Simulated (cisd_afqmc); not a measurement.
Input (X2C-AFQMC/CISD/cc-pwCVTZ-DK; cisd_afqmc is a phaseless AFQMC code with CISD trial states that reads the integrals written by Ansatz): The .json basis holds the Basis Set Exchange's core-valence set for the 3d metal and cc-pVXZ-DK of the same size for its partners.

Ansatz 0.2 input:
```python
import cisd_afqmc

open("ham.yaml", "w").write("""\
crystal:
  periodic: [false, false, false]
  atoms:
    - {symbol: Fe, position_ang: [0.00000000, 0.00000000, 0.00000000]}
basis:
  gaussian:
    orbitals: cc-pwCVTZ-DK.json
total_charge: 1
magnetization: {spin_polarized: true, initial_magnetization: 3}
correlation: {method: ccsd, frozen_orbitals: {Fe: 5}, hamiltonian_folder: ham}
scf: {lower_state_search: full}
""")
rep = cisd_afqmc.ansatz("ham.yaml")
e_ccsd = rep["correlation"]["coupled_cluster"]["energy"]["hartree"]
out = cisd_afqmc.run("ham", e_ccsd, trial="CISD", walkers=100, populations=8, threads=8, dt=0.005, steps=40, early=36, settle=10, least=32,
    cut=5e-5, rank_cut=2e-4, target=0.0003, seconds=3000, seed=4, memory=17280, gpu=False)
```

Output:

```
orbitals 97, occupied [9, 6], factors 502 of 627, rank of the doubles 717 of 1338
E(HF) = -1271.045357
E(CCSD) on the cut factors = -1271.662048, shift to the whole factors -0.000007
Energy of the trial state on the determinant = -1271.662051
  tau behind 10.8 of longer steps, mean of the populations' last blocks
   2.0  -1271.67896
   4.0  -1271.67850
   6.0  -1271.67819
   8.0  -1271.67725
  10.0  -1271.67635
  12.0  -1271.67793
  14.0  -1271.67490
  16.0  -1271.67716
  18.0  -1271.67818
  20.0  -1271.67830
  22.0  -1271.67778
  24.0  -1271.67673
  26.0  -1271.67846
  28.0  -1271.67796
  30.0  -1271.67644
blocks 1310 (2 outliers left out), error by blocks joined: 1: 0.00024, 2: 0.00026, 4: 0.00028, 8: 0.00029, 16: 0.00030
E(AFQMC/CISD) = -1271.67743 +/- 0.00030
```

This quartet is an excited state, 0.4 eV above the sextet at CCSD(T)/aug-cc-pwCVQZ-DK (Ansatz).
